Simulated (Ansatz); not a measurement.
Calculated with Ansatz (gas phase, PBE0-D4/def2-TZVP geometries, no zero-point term in ΔE). CCSD(T)/CBS is the MP2 limit (def2-TZVPP, def2-QZVPP) plus CCSD(T) − MP2 in def2-TZVPP, frozen cores. This one scheme is used for every species. DFT in def2-TZVPP. B3LYP here is the variant with VWN-RPA as its local correlation; programs differ in this. HSE06 is defined as in plane-wave codes. No spin–orbit coupling; open shells (•) take unrestricted orbitals. Each species was taken in one conformer, which may not be the lowest.

`CB(N)O` → `N[B]O`• + `[CH3]`•  (homolysis of the B–C bond)

```tsv
level	ΔE (eV)	difference from CCSD(T)/CBS
LDA (SPW92)	5.29	0.54
PBE-D4	4.62	-0.13
revPBE-D4	4.50	-0.25
BLYP-D4	4.47	-0.28
r2SCAN-D4	4.39	-0.36
B97M-V	4.73	-0.02
PBE0-D4	4.61	-0.14
B3LYP-D4	4.55	-0.20
r2SCANh-D4	4.39	-0.36
r2SCAN0-D4	4.40	-0.35
HSE06-D4	4.61	-0.14
BHLYP-D4	4.52	-0.23
ωB97X-V	4.79	0.04
B2PLYP	4.57	-0.18
PBE-QIDH	4.68	-0.07
PBE	4.56	-0.19
revPBE	4.31	-0.44
BLYP	4.34	-0.41
r2SCAN	4.37	-0.38
PBE0	4.56	-0.19
B3LYP	4.45	-0.30
r2SCANh	4.38	-0.37
r2SCAN0	4.38	-0.37
HSE06	4.57	-0.18
BHLYP	4.45	-0.30
CAM-B3LYP	4.57	-0.18
LC-ωPBE	4.56	-0.19
RPA@PBE/def2-TZVPP	4.55	-0.20
HF/def2-SVP	3.60	-1.15
MP2/def2-SVP	4.70	-0.05
CCSD(T)/def2-SVP	4.62	-0.13
MP2/def2-TZVPP	4.77	0.02
SCS-MP2/def2-TZVPP	4.75	0.00
CCSD/def2-TZVPP	4.58	-0.17
CCSD(T)/def2-TZVPP	4.67	-0.08
HF/def2-QZVPP	3.47	-1.28
MP2/def2-QZVPP	4.82	0.07
SCS-MP2/def2-QZVPP	4.80	0.05
HF/CBS(def2)	3.47	-1.28
CCSD/CBS(def2)	4.66	-0.09
CCSD(T)/CBS	4.75	0
```

Largest T1 diagnostic among the species: 0.014.

Leaving LDA and LC-ωPBE aside and taking each functional with its dispersion term where it has one, the values, not all of them listed here, spread over 0.43 eV, from r2SCAN-D4 to ωB97M-V. LDA lies +0.74 eV from PBE without D4, its usual overbinding. From BLYP to BHLYP (50 % exact exchange), in def2-TZVPP and without D4, ΔE moves by +0.11 eV. In def2-TZVPP, CCSD(T) changes the Hartree–Fock value by +1.19 eV (the triples alone add +0.09 eV) and MP2 by +1.30 eV; breaking electron pairs costs correlation energy, which Hartree–Fock lacks.
